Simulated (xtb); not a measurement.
The xtb input:
```
$ xtb mol.xyz --gfn 2 --uhf 2 --opt vtight --json

# file mol.xyz
3

O     -1.45932581     0.11141728    -0.00358386
Si    -0.02103351    -0.04259940     0.02521497
O      1.49421016    -0.14229291     0.01007743
```

Q: What is the computed total energy at the end of the optimisation (GFN2-xTB (xtb 6.7.1))?

A: -9.7766 Eh

Q: Give the dipole moment at the level GFN2-xTB.

A: 2.78 D
